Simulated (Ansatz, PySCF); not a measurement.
Process, species as SMILES: O[Si](O)(O)[SiH3] -> O[Si](O)O + [SiH3] (SiH3) (the Si-Si bond at the site shown breaks; other sites are not compared here)
Geometries: B3LYP-D3(BJ)/def2-TZVP minima from Ansatz (a quantum-chemistry and plane-wave program), one conformer each, not searched for the lowest. Frequencies are from Ansatz or PySCF.

Wanted: bond dissociation energy (enthalpy at 298 K, with B3LYP-D3(BJ) rigid-rotor harmonic-oscillator terms), in kcal/mol. Correlated levels leave the core frozen unless marked. UHF or UKS for open shells. No spin-orbit coupling. Non-relativistic. CBS marks a two-point X^-3 extrapolation of the correlation energy; Hartree-Fock from the larger set. [CCSD(T)-MP2]/basis is that difference in the basis named.

```
level                                                                             program  bond dissociation energy (kcal/mol)
-------------------------------------------------------------------------  --------------  -----------------------------------
SVWN5/def2-TZVPD                                                                   Ansatz                                 84.2
B3LYP-D3(BJ)/def2-TZVPD                                                    Ansatz + dftd3                                 75.5
B3LYP/def2-TZVPD                                                                   Ansatz                                 72.1
PBE0/STO-3G                                                                        Ansatz                                 98.3
PBE0-D4/def2-TZVPD                                                         Ansatz + dftd4                                 76.4
PBE0/def2-TZVPD                                                                    Ansatz                                 74.5
BHLYP/def2-TZVPD                                                                   Ansatz                                    …
r2SCAN0/def2-TZVPD                                                                 Ansatz                                    …
HSE06-D4/def2-TZVPD                                                        Ansatz + dftd4                                    …
CAM-B3LYP-D4/def2-TZVPD                                                    Ansatz + dftd4                                 76.7
LC-wPBE/def2-TZVPD                                                                 Ansatz                                    …
wB97X-V/def2-TZVPD                                                                 Ansatz                                 81.1
CCSD/aug-cc-pV(T+d)Z                                                               Ansatz                                 77.0
RI-MP2/CBS(aug-cc-pV(T+d)Z,aug-cc-pV(Q+d)Z)+[CCSD(T)-MP2]/aug-cc-pV(T+d)Z          Ansatz                                 80.4
```

Problem. Fill in the missing entries.

Solution. 
- BHLYP/def2-TZVPD, bond dissociation energy (kcal/mol): 74.3
- r2SCAN0/def2-TZVPD, bond dissociation energy (kcal/mol): 72.8
- HSE06-D4/def2-TZVPD, bond dissociation energy (kcal/mol): 76.3
- LC-wPBE/def2-TZVPD, bond dissociation energy (kcal/mol): 75.2
